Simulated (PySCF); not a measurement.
## Cd²⁺: excitation energy

Cd²⁺ [Kr] 4d10 (1S) → Cd²⁺ [Kr] 4d9 5p1 (high-spin determinant), as a difference of total energies. All numbers are calculated (PySCF 2.14, a scalar-relativistic core potential, in aug-cc-pVTZ-PP with one added diffuse shell each of s, p, d, f, g type with ECP28MDF (7s7p6d4f3g, 113 functions)). Correlated levels: valence: 4s2 4p6 frozen. The calculations carry no spin-orbit coupling.

| method | excitation energy (eV) |
| --- | --- |
| UHF | 16.264 |
| LDA | 16.586 |
| PBE | 16.368 |
| PBE0 | 16.589 |
| r2SCAN | 16.465 |
| wB97M-V | 16.788 |
| CAM-B3LYP | 16.536 |
| MN15 | 17.042 |
| MP2 (valence) | 17.477 |
| SCS-MP2 (valence) | 17.447 |

Q: How much does correlation contribute at MP2 (valence)?

A: 17.477 − (16.264) = 1.213 eV, measured against UHF.

The determinant of the upper state mixes LS terms, which raises its energy above the lowest term, most at the Hartree-Fock and MP2 levels.
